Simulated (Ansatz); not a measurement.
Frontier orbitals of C3H4Zn, SMILES `C=C=[CH][ZnH]`.

```
atom   x (Å)   y (Å)   z (Å)
  C1   0.086   0.147   1.750
  C2   0.232   0.369   0.471
  C3   0.345   0.540  -0.812
 Zn4  -0.475  -0.763  -1.970
  H5  -0.756   0.556   2.297
  H6   0.812  -0.438   2.303
  H7   0.896   1.406  -1.174
  H8  -1.140  -1.819  -2.866
```

Total charge 0; spin multiplicity 1. For Zn the d shell is correlated and the shells below it are frozen. Scalar relativity is left out up to krypton. The structure was optimised at the PBE0-D4/def2-TZVP level. Basis def2-TZVPP, Ansatz 0.2.0.

```csv
functional,HOMO (eV),LUMO (eV)
BLYP,-5.66,-1.49
```

(1) Give HOMO and LUMO (eV) with LDA (SPW92), PBE, revPBE, r2SCAN, B97M-V, PBE0, B3LYP, r2SCANh, r2SCAN0, HSE06 (plane-wave form), BHLYP, CAM-B3LYP, LC-ωPBE, ωB97X-V, ωB97M-V, HF. (An estimate is asked.)

Answers

(1) Ansatz gave: 
| functional | HOMO | LUMO |
| --- | --- | --- |
| LDA (SPW92) | -5.98 | -1.76 |
| PBE | -5.80 | -1.56 |
| revPBE | -5.74 | -1.47 |
| r2SCAN | -5.98 | -1.28 |
| B97M-V | -5.98 | -1.42 |
| PBE0 | -6.85 | -0.76 |
| B3LYP | -6.66 | -1.01 |
| r2SCANh | -6.37 | -0.99 |
| r2SCAN0 | -6.98 | -0.58 |
| HSE06 (plane-wave form) | -6.46 | -1.12 |
| BHLYP | -7.79 | -0.04 |
| CAM-B3LYP | -8.14 | 0.07 |
| LC-ωPBE | -9.48 | 1.14 |
| ωB97X-V | -9.09 | 1.04 |
| ωB97M-V | -8.98 | 0.76 |
| HF | -9.23 | 1.72 |

B3LYP here is the variant with VWN-RPA as its local correlation; programs differ in this. LC-ωPBE has ω = 0.4 bohr⁻¹. Positive LUMOs are unbound and depend on the basis.
